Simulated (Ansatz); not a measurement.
Cartesian coordinates in Å:
```
C 1.412 -1.613 0.793
C 0.496 -0.688 1.567
O -0.253 0.199 0.792
In -0.347 0.494 -1.179
C -1.766 2.059 -1.472
H 1.957 -2.271 1.475
H 0.846 -2.243 0.099
H 2.147 -1.048 0.211
H 1.100 -0.109 2.282
H -0.193 -1.297 2.171
H 0.641 -0.478 -2.185
H -1.301 2.913 -1.965
H -2.145 2.364 -0.496
H -2.595 1.716 -2.093
```

Charge 0, multiplicity 1. In: def2 effective core potential.

(1) List the ωB97M-V/def2-TZVPP orbital energies in eV (Ansatz 0.2.0). (Best estimate.)

Results:

(1) Computed: Occupied: -524.83, -282.12, -281.13, -280.91, -130.94, -87.43, -87.11, -87.08, -29.58, -24.02, -23.95, -23.74, -23.71, -23.63, -22.90, -21.48, -19.17, -15.20, -14.84, -14.44, -13.63, -13.60, -12.96, -12.44, -12.07, -10.15, -9.54, -9.42. Lowest empty: 0.25, 1.21, 1.49, 2.37, 2.92, 3.36, 3.86, 4.50.
